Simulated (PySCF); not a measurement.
## Working out the excitation energy of Al

Al [Ne] 3s2 3p1 (2P) → Al [Ne] 3s1 3p1 4s1 (4P). Computed with PySCF 2.14 in aug-cc-pwCVDZ (6s5p3d, 36 functions), with the non-relativistic Hamiltonian (point nucleus). Frozen: nothing. Energies in hartree (1 hartree = 27.21139 eV):

```tsv
part	Al (lower)	Al (upper)
UHF	-241.874277	-241.637308
CCSD correlation	-0.178808	-0.138203
(T)	-0.002579	-0.001288
```

**Question.** What does Hartree-Fock give?

**Answer.** (-241.637308) − (-241.874277) = 0.236969 hartree = 6.448 eV.

**Question.** What do CCSD and CCSD(T) give?

**Answer.** The CCSD correlation energies differ by 0.040605 hartree = 1.105 eV and the triples by 0.001291 hartree = 0.035 eV, so CCSD gives 7.553 eV and CCSD(T) 7.588 eV.

The upper state lies above the first ionisation limit, but in LS coupling its spin forbids autoionisation to the ground ion. A Rydberg-like electron needs more diffuse functions than a valence basis has.

A double-zeta basis recovers only part of the correlation energy.
